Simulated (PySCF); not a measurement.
Job file and geometry (Å, from PBE0-D3(BJ)/def2-SVP) of an NMR shielding run on SMILES P(C(OC)=O)(C)CSC, C5H11O2PS, GIAO KT3/pcSseg-1 NMR shielding, non-relativistic, gas phase in PySCF; density fitting, a coarse starting grid and PySCF grid level 2 are the driver's defaults:

```
$ OMP_NUM_THREADS=1 python probes_run.py task.json out

{"job": {"kind": "nmr", "xc": "KT3", "basis": "pcSseg-1", "pop": false}, "charge": 0, "multiplicity": 1}
C     -3.756996     0.167936    -0.758260
O     -2.598012     0.533769    -0.023442
C     -1.617951    -0.375679     0.016781
O     -1.675226    -1.443647    -0.534366
P     -0.228487     0.181452     1.120539
C     -0.013989     1.922860     0.551189
C      1.120717    -0.684361     0.188295
S      2.684389    -0.433375     1.064875
C      3.821961    -1.112690    -0.158094
H     -4.211749    -0.742355    -0.340853
H     -4.451986     1.011318    -0.675818
H     -3.508480    -0.019813    -1.813125
H      0.055323     2.010366    -0.543306
H     -0.862648     2.521213     0.910024
H      0.910625     2.311419     1.002471
H      1.194594    -0.299859    -0.843191
H      0.847529    -1.750775     0.143782
H      4.834862    -1.005775     0.254873
H      3.625430    -2.180133    -0.339593
H      3.768021    -0.560337    -1.108741
```

Question: Write the output of this run.

Answer: 
```
coarse grid: 17672 points
cycle   1  E = -1097.2983247121  dE =  9.300e-01  |g| = 1.056e+00  |ddm| = 4.077e+00
cycle   2  E = -1096.2598313513  dE =  1.038e+00  |g| = 2.398e+00  |ddm| = 2.955e+00
cycle   3  E = -1097.4416462130  dE = -1.182e+00  |g| = 5.959e-01  |ddm| = 2.595e+00
cycle   4  E = -1097.5131593986  dE = -7.151e-02  |g| = 2.083e-01  |ddm| = 6.023e-01
cycle   5  E = -1097.5200197131  dE = -6.860e-03  |g| = 7.596e-02  |ddm| = 1.901e-01
cycle   6  E = -1097.5212921465  dE = -1.272e-03  |g| = 2.043e-02  |ddm| = 8.763e-02
cycle   7  E = -1097.5213824561  dE = -9.031e-05  |g| = 7.852e-03  |ddm| = 2.785e-02
cycle   8  E = -1097.5213994566  dE = -1.700e-05  |g| = 1.735e-03  |ddm| = 1.105e-02
cycle   9  E = -1097.5214000301  dE = -5.735e-07  |g| = 8.002e-04  |ddm| = 2.266e-03
final grid: 161224 points
cycle  10  E = -1097.6418411912  dE = -2.547e-04  |g| = 2.288e-02  |ddm| = 5.543e-02
cycle  11  E = -1097.6416220431  dE =  2.191e-04  |g| = 3.947e-02  |ddm| = 4.696e-02
cycle  12  E = -1097.6419137196  dE = -2.917e-04  |g| = 6.398e-03  |ddm| = 3.535e-02
cycle  13  E = -1097.6419186474  dE = -4.928e-06  |g| = 4.263e-03  |ddm| = 6.930e-03
cycle  14  E = -1097.6419220998  dE = -3.452e-06  |g| = 7.323e-04  |ddm| = 3.098e-03
cycle  15  E = -1097.6419222218  dE = -1.220e-07  |g| = 1.263e-04  |ddm| = 7.584e-04
cycle  16  E = -1097.6419222259  dE = -4.065e-09  |g| = 4.805e-05  |ddm| = 2.197e-04
cycle  17  E = -1097.6419222265  dE = -5.721e-10  |g| = 1.535e-05  |ddm| = 6.937e-05
converged SCF energy = -1097.6419222265

GIAO shielding tensors (ppm)
atom      isotropic    diamagn.    paramagn.     s11        s22        s33       span
  0 C      130.745     240.867    -110.122     99.920    116.764    175.552     75.632
  1 O      127.934     403.517    -275.583    -46.695    208.655    221.843    268.538
  2 C        9.704     261.930    -252.225    -76.203     42.335     62.981    139.184
  3 O     -103.727     405.781    -509.508   -396.134   -200.759    285.711    681.845
  4 P      370.859     970.339    -599.480    296.153    351.910    464.514    168.361
  5 C      169.095     252.827     -83.732    155.461    167.547    184.278     28.816
  6 C      141.191     257.173    -115.982    117.816    145.968    159.789     41.973
  7 S      561.823    1059.420    -497.597    435.057    496.931    753.481    318.423
  8 C      158.290     248.478     -90.188    142.191    150.210    182.470     40.279
  9 H       27.577      26.728       0.849     23.798     25.263     33.671      9.874
 10 H       27.904      26.595       1.309     24.336     26.244     33.132      8.795
 11 H       27.608      28.826      -1.219     23.690     25.584     33.550      9.860
 12 H       30.077      33.019      -2.942     27.011     27.659     35.560      8.549
 13 H       29.817      30.713      -0.896     25.562     27.525     36.363     10.802
 14 H       29.851      30.523      -0.673     24.641     29.191     35.721     11.080
 15 H       29.013      36.124      -7.111     24.405     29.958     32.675      8.271
 16 H       28.015      34.303      -6.288     22.054     28.561     33.430     11.376
 17 H       29.369      26.713       2.656     24.593     26.076     37.440     12.847
 18 H       29.085      29.030       0.054     24.278     26.766     36.210     11.932
 19 H       29.330      30.413      -1.083     24.327     27.546     36.117     11.789
```

Size and cost of the density-fitted run: 222 basis functions, 62 s wall time on 1 thread of an Arm Neoverse V1, shared host; peak memory 0.85 GiB.
